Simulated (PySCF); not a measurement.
# Stationary points of TaO₂(OH)

Computed with PBE0 in PySCF with Ta def2-TZVP with ECP60, O def2-TZVP, H def2-TZVP; scalar-relativistic core potentials, no spin–orbit coupling; density-fitted integrals.

Relaxations began from a few typed shapes. The search is not exhaustive: other isomers or separated fragments can lie lower, and high-lying points may rest on an excited occupation.

Problem. Which is the lowest minimum found?
A. singlet C1: O–H 0.958 Å, Ta–O 1.735 Å (×2), Ta–O 1.916 Å; H–O–Ta 129.3°, O–Ta–O 107.4°, O–Ta–O 109.2°, O–Ta–O 109.6°
B. singlet Cs: O–H 0.956 Å, Ta–O 1.742 Å (×2), Ta–O 1.942 Å; H–O–Ta 141.4°, O–Ta–O 113.1°, O–Ta–O 121.3°, O–Ta–O 125.6°

Solution. A. The others lie at 31.9 (singlet Cs, a saddle point) kJ/mol above it.

For the lowest minimum: spin–orbit coupling, left out here, can matter for elements this heavy.
